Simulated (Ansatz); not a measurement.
Two members of one family (Series ScX3), computed with Ansatz in the gas phase. The two geometries come from different levels. Binding counts from free atoms in the multiplicity of their measured ground term, without zero-point energy. A dash marks a value that wasn't run or was left out as unsound. The structures are stationary points that may keep the symmetry of their start.

First: ScBr3 (singlet, charge 0, PBE0-D4/def2-SVP geometry).

```xyz
4

Sc    0.001   -0.001    0.001
Br   -0.372    2.045    1.226
Br   -1.751   -1.655   -0.144
Br    2.122   -0.389   -1.084
```

| level | HOMO (eV) | LUMO (eV) | gap (eV) | binding per atom (eV) |
| --- | --- | --- | --- | --- |
| PBE-D4/def2-SVP | -7.16 | -4.10 | 3.06 | 3.49 |
| PBE-D4/def2-TZVPD | -7.36 | -4.21 | 3.15 | – |
| revPBE-D4/def2-TZVP | -7.27 | -4.04 | 3.23 | – |
| B97M-V/def2-TZVP | -7.71 | -4.14 | 3.57 | 3.37 |
| PBE0-D4/def2-SVP | -8.48 | -3.30 | 5.18 | 3.35 |

Metal–donor distances: 3 × Br 2.41 Å.

Second: ScCl3 (singlet, charge 0, B3LYP-D4/def2-SVP geometry).

```
atom    x (Å)    y (Å)    z (Å)
 Sc1   0.0027   0.0020  -0.0050
 Cl2  -1.2412   1.9024   0.0029
 Cl3  -0.7542  -1.8462  -1.0861
 Cl4   1.9927  -0.0582   1.0882
```

Problem. Estimate how these quantities change from the first to the second (second minus first).

Solution. 
```tsv
level	Δ HOMO (eV)	Δ LUMO (eV)	Δ gap (eV)	Δ binding per atom (eV)
PBE-D4/def2-SVP	-0.45	0.07	0.52	0.43
PBE-D4/def2-TZVPD	-0.56	-0.01	0.55	–
revPBE-D4/def2-TZVP	-0.55	0.00	0.54	–
B97M-V/def2-TZVP	-0.61	0.02	0.62	0.50
PBE0-D4/def2-SVP	-0.60	0.07	0.67	0.42
```

Metal–donor distances: 3 × Cl 2.27 Å.
